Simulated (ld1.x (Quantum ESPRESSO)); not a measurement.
# Ranking TM potentials for Al

All share these settings but for the change named:

ld1.x (Quantum ESPRESSO) 7.5 input, shortened:

```
&input
   title='Al', zed=13., rel=1, dft='PBESOL', iswitch=3,
   config='[Ne] 3s1 3p2 3d-2'
 /
 &inputp
   pseudotype=2, tm=.true., lloc=0,
   nlcc=.false.
 /
3
3P  2  1   2.00   0.00  2.90  2.90  0.0
3D  3  2  -2.00  -0.10  2.40  2.40  0.0
3S  1  0   1.00   0.00  1.80  1.80  0.0
 &test
   configts(1)='3s1 3p2'
 /
```

Test errors are all-electron minus pseudo excitation energies from the reference, over 3s2 3p1; 3s2 3p0; 3s1 3p0; 3s2 3p1.3; 3s2 3p0.5; 3s0 3p3; 3s1 3p1. None of these files shows a bound ghost.

The base gives 5.5 meV.

Of 7 variants that were run, those that failed, showed a ghost or another fault, or gave nearly equal values are left out.

A variant can come out equal or close to the base, since the largest error may sit in a test that the change hardly touches while other tests move.

(1) Rank these variants by their largest absolute test error, smallest first.
A. wave 3p (bound): rc 2.90 bohr becomes 3p (bound): rc 4.18 bohr
B. core correction a·sin(br)/r model core inside 2.20 bohr
C. local potential the p channel

Results:

(1) A (5.4 meV), C (6.6 meV), B (8.3 meV).
